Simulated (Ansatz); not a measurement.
A run for Ansatz (a quantum-chemistry and plane-wave program): U-B2PLYP/def2-TZVPP on O2 (SMILES O=O).

Ansatz 0.2 input:
```yaml
crystal:
  periodic: [false, false, false]
  atoms:
    - {symbol: O, position_ang: [0.00000000, -0.00000000, 0.60215214]}
    - {symbol: O, position_ang: [-0.00000000, 0.00000000, -0.60215214]}
basis:
  gaussian:
    orbitals: def2-TZVPP
hamiltonian:
  xc: {name: B2PLYP}
magnetization: {spin_polarized: true, initial_magnetization: 2}
correlation: {electrons: outside_noble_gas}
```

Question: What total energy does the run end on?

Answer: -150.2987 hartree.
